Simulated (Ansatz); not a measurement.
Cost and result for the atomization energy of C₂H₆SSi, SMILES `C[SiH]1CS1` (10 atoms, 10 bonds).

```xyz
10

C     1.549    0.109    0.309
Si   -0.276    0.438    0.388
C    -1.438   -0.395   -0.769
S    -1.594   -1.079    0.961
H     2.003    0.221    1.296
H     1.732   -0.907   -0.042
H     2.036    0.813   -0.371
H    -0.610    1.817    0.814
H    -2.337    0.110   -1.106
H    -1.065   -1.128   -1.479
```

The species carries charge 0 and has multiplicity 1. The structure was optimised at the PBE0-D4/def2-TZVP level. Program: Ansatz. All runs use 2 threads of an Arm Neoverse V1 on a shared host. Times are those of one run each, without the atoms' runs, and a repeat can differ threefold. Electronic energies, without spin–orbit coupling; frozen cores. CCSD(T)/CBS adds CCSD(T) − MP2 in def2-TZVPP to the MP2 limit, and its time is that of the two runs behind it. T1 = 0.011. B3LYP takes the VWN-RPA correlation (the form of Gaussian; ORCA's B3LYP/G). HSE06 is the plane-wave form, built on full-range PBE exchange.

CCSD(T)/CBS is a level of theory with its own doubt, some kJ/mol a heavy atom from the limit and from the frozen cores, so smaller differences don't rank the functionals.

```
                             level  functions  wall time
              revPBE-D4/def2-TZVPP        230      3.2 s
   PBE-D4/def2-TZVPP (with forces)        230        4 s
                  CCSD(T)/def2-SVP         94      4.4 s
               HSE06-D4/def2-TZVPP        230      5.5 s
                PBE0-D4/def2-TZVPP        230      5.5 s
 B3LYP-D4/def2-TZVPP (with forces)        230        8 s
r2SCAN-D4/def2-TZVPP (with forces)        230        8 s
               PBE-QIDH/def2-TZVPP        230      9.5 s
                ωB97X-V/def2-TZVPP        230       14 s
                 B97M-V/def2-TZVPP        230       15 s
                    MP2/def2-QZVPP        434       31 s
                CCSD(T)/def2-TZVPP        230      120 s
                 CCSD(T)/CBS(def2)          –    2.5 min
```

Problem. What atomization energy does each give, and how far from CCSD(T)/CBS? (An estimate is asked.)

Solution. Ansatz gave: 
```csv
level,atomization (kcal/mol),difference from CCSD(T)/CBS,per bond
revPBE-D4/def2-TZVPP,859.6,-4.1,-0.4
PBE-D4/def2-TZVPP (with forces),877.1,13.4,1.3
CCSD(T)/def2-SVP,809.2,-54.5,-5.4
HSE06-D4/def2-TZVPP,868.3,4.6,0.5
PBE0-D4/def2-TZVPP,867.8,4.1,0.4
B3LYP-D4/def2-TZVPP (with forces),861.1,-2.6,-0.3
r2SCAN-D4/def2-TZVPP (with forces),868.5,4.8,0.5
PBE-QIDH/def2-TZVPP,862.0,-1.7,-0.2
ωB97X-V/def2-TZVPP,868.2,4.5,0.4
B97M-V/def2-TZVPP,871.7,8.0,0.8
MP2/def2-QZVPP,864.2,0.5,0.0
CCSD(T)/def2-TZVPP,840.9,-22.8,-2.3
CCSD(T)/CBS(def2),863.7,0.0,0.0
```

The D4 term adds +8.4 kcal/mol with B3LYP and +4.4 kcal/mol with PBE0; it sums over pairs of atoms, weighted by their polarisabilities, and B3LYP, whose exchange is more repulsive, gets the larger term. Leaving LDA and LC-ωPBE aside and taking each functional with its dispersion term where it has one, the values, not all of them listed here, spread over 34.3 kcal/mol, from BHLYP-D4 to PBE-D4. LDA lies +106.7 kcal/mol from PBE without D4, its usual overbinding. At CCSD(T), def2-SVP lies −54.5 kcal/mol from the extrapolated value and def2-TZVPP −22.8 kcal/mol: correlation converges slowly with the basis, and small sets miss more of it in the bonded molecule than in its fragments.
